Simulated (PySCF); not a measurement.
Ga(F)(Br)(OH) (BrFGaHO), SMILES [OH][Ga]([F])[Br]. Atoms are numbered in the order given.

```xyz
5

Ga    -0.0072     0.7385     0.0000
F     -1.5501     1.5952     0.0000
Br     0.0257    -1.5288     0.0000
O      1.4980     1.7005     0.0000
H      1.2873     2.6548     0.0000
```
Charge 0, spin multiplicity 1.

Geometry optimised at PBE-D3(BJ)/def2-SVP. The structure was generated by enumeration; whether it is a known compound was not checked. One conformer was computed; it need not be the lowest.

All values below come from PySCF with PBE-D3(BJ)/def2-SVP.

Frequencies are harmonic and unscaled.

Problem. Estimate the vibrational spectrum. (The exact figures need the calculation; the answer reports its results.)

Solution. 
```tsv
mode	ν (cm⁻¹)	IR (km/mol)	moving atoms (share of kinetic energy)
1	123	1.4	O 32 %, F 25 %, Ga 25 %, Br 14 %
2	159	12.5	Ga 49 %, O 22 %, F 22 %
3	167	28.6	F 48 %, O 32 %, Br 10 %
4	309	30.6	Br 47 %, Ga 43 %
5	341	110.0	H 91 %
6	667	55.1	F 55 %, O 31 %, Ga 14 %
7	714	73.4	O 49 %, Ga 26 %, F 24 %
8	847	69.1	H 91 %
9	3710	84.4	H 94 %
```
